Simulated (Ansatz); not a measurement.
Species: AlS (charge 0, doublet). 
Coordinates optimised at B3LYP-D3(BJ)/def2-TZVP (Ansatz, an electronic-structure program):
SMILES: [S][Al]
```xyz
2

Al     0.0000     0.0000    -1.1286
S      0.0000     0.0000     0.9170
```
Charge 0, spin multiplicity 2.

PBE beside other levels, property by property. Cores are frozen in the correlated levels unless marked. UHF or UKS for open shells. No spin-orbit coupling. Non-relativistic. Basis-set limits of correlation are two-point, X^-3; Hartree-Fock from the larger set (for Q and 5 zeta extrapolated as (X+1)exp(-9√X)). Atomisation energies are electronic, to ground-state atoms; the column to compare with has the core term from cc-pwCVTZ added, other frozen-core levels have none. Vertical energies are electronic, to the SCF solution reached for that spin. Anions need diffuse functions, of which def2-TZVPD holds fewer than the aug- sets. The coupled-cluster column (Ansatz) is a level with limits of its own: (a) CCSD(T)/CBS(aug-cc-pV(T+d)Z,aug-cc-pV(Q+d)Z); (b) CCSD(T)/CBS(cc-pV(Q+d)Z,cc-pV(5+d)Z).

| property | r2SCAN-D4/def2-TZVPD (Ansatz + dftd4) | wB97M-V/def2-TZVPD (Ansatz) | CCSD(T)/aug-cc-pV(D+d)Z (Ansatz) | coupled cluster |
|---|---|---|---|---|
| vertical electron affinity to the singlet (eV) | 2.47 | 2.66 | 2.56 | 2.70 (a) |
| atomisation energy (kcal/mol) | 103.1 | 97.8 | 84.1 | 98.3 (b) |
| vertical ionisation energy to the triplet (eV) | 9.26 | 9.15 | 9.13 | 9.34 (a) |

Task: What does PBE/def2-TZVPD (Ansatz) give for each property, and on which side of coupled cluster does it fall?

Result: 
- vertical electron affinity to the singlet: PBE lies 0.22 eV below coupled cluster; PBE gives 2.48 eV.
- atomisation energy: PBE lies 4.3 kcal/mol above coupled cluster; PBE gives 102.6 kcal/mol.
- vertical ionisation energy to the triplet: PBE agrees within rounding with coupled cluster; PBE gives 9.34 eV.
